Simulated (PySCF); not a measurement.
## Ionisation energy of Fe⁺ by level of theory

Fe⁺ [Ar] 3d6 4s1 (6D) → Fe²⁺ [Ar] 3d6 (5D), as a difference of total energies. Calculation: PySCF 2.14, in x2c-SVPall (5s3p3d1f, 36 functions); scalar relativity by spin-free X2C-1e. Correlated levels: valence: [Ar] frozen. The calculations carry no spin-orbit coupling.

```json
{"method": "UHF", "ionisation energy (eV)": "15.261", "difference from reference (eV)": "-0.938"}
{"method": "r2SCAN", "ionisation energy (eV)": "16.540", "difference from reference (eV)": "+0.341"}
{"method": "M06-L", "ionisation energy (eV)": "15.890", "difference from reference (eV)": "-0.309"}
{"method": "MP2 (valence)", "ionisation energy (eV)": "15.532", "difference from reference (eV)": "-0.667"}
{"method": "SCS-MP2 (valence)", "ionisation energy (eV)": "15.428", "difference from reference (eV)": "-0.771"}
```

Reference: 16.199 eV (measured; NIST Atomic Spectra Database, ionization energies).

The reference lies between the lowest fine-structure levels, while these numbers refer to the centres of the terms.

Errors of the correlated levels include the incompleteness of this basis and the frozen core.
